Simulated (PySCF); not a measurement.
**Orbital energies and ionisation energy**

Species: C₆H₁₃OP.
Structure used (PBE0-D3(BJ)/def2-SVP), in Å, numbered top down from 1:
```xyz
21
C6H13OP angstrom
C     -3.787    0.457    0.000
O     -2.472    0.265   -0.412
C     -1.845   -0.824    0.200
C     -0.407   -0.879   -0.268
P      0.513    0.689    0.143
C      2.145    0.275   -0.581
C      3.188   -0.325    0.327
C      3.345    1.079   -0.158
H     -4.429   -0.416   -0.237
H     -4.185    1.334   -0.529
H     -3.858    0.642    1.091
H     -1.880   -0.719    1.305
H     -2.371   -1.770   -0.052
H     -0.368   -1.089   -1.349
H      0.114   -1.701    0.250
H      0.020    1.485   -0.933
H      2.147   -0.085   -1.616
H      3.840   -1.098   -0.089
H      2.923   -0.476    1.378
H      3.188    1.889    0.561
H      4.106    1.289   -0.914
```

Level: CAM-B3LYP/def2-SVPD (PySCF). Frontier orbitals with their largest atomic shares (Löwdin; up to four atoms above 4 %):

| orbital | ε (eV) | main atoms |
| --- | --- | --- |
| HOMO−3 | -9.72 | C7 32 %, C6 20 %, C8 19 %, P5 11 % |
| HOMO−2 | -9.57 | C6 24 %, C8 21 %, C4 10 %, C7 10 % |
| HOMO−1 | -8.96 | O2 52 %, C3 11 %, C1 9 %, H13 6 % |
| HOMO | -7.96 | ? |
| LUMO | 1.36 | C3 14 %, C1 14 %, C4 10 %, H13 8 % |
| LUMO+1 | 1.56 | C7 11 %, H17 10 %, P5 9 %, C6 9 % |
| LUMO+2 | 1.74 | C8 13 %, C1 11 %, P5 8 %, H20 8 % |

What vertical ionisation energy does ΔSCF give, and how far is −ε(HOMO) from it?

ΔSCF: 8.71 eV (841 kJ/mol; threshold wavelength 142 nm); ⟨S²⟩ of the doublet left behind is 0.753, against 0.75 for a pure doublet. −ε(HOMO) is 7.96 eV, 0.75 eV below it. In exact Kohn–Sham theory the two would be equal; CAM-B3LYP (range-separated hybrid) falls short of its own ΔSCF value by 9 %.

On which atoms does the HOMO lie?

P5 (phosphine phosphorus) 60 %, C4 (sp3 carbon bound to phosphorus) 12 %, C6 (sp3 carbon bound to phosphorus) 11 %, H16 (P–H hydrogen) 7 %, so more than half of it is on one atom. The HOMO−1 lies 1.00 eV lower.

Shift the occupied levels rigidly so that −ε(HOMO) equals the ΔSCF value. What binding energies result?

The shift is +0.75 eV: HOMO 8.71, HOMO−1 9.71, HOMO−2 10.32, HOMO−3 10.47 eV. A rigid shift is only a rough guide to the deeper ionisations.

What total energies stand behind the ΔSCF value?

E(N) = -652.51319 Eh and E(N − 1) = -652.19296 Eh at the same geometry, 0.32023 Eh apart.

With α = 103.5 au, estimate the like-pair dispersion coefficient by London's formula C6 = (3/4)α²I.

I = 0.3202 Eh, so C6 ≈ 2580 au, a rough estimate.

How many of the 10 lowest singlet excitations (vertical TDDFT, same level) lie below the ionisation energy?

All 10; they run from 6.53 to 8.13 eV.

Isolated species at its PBE0-D3(BJ)/def2-SVP geometry (one conformer only).
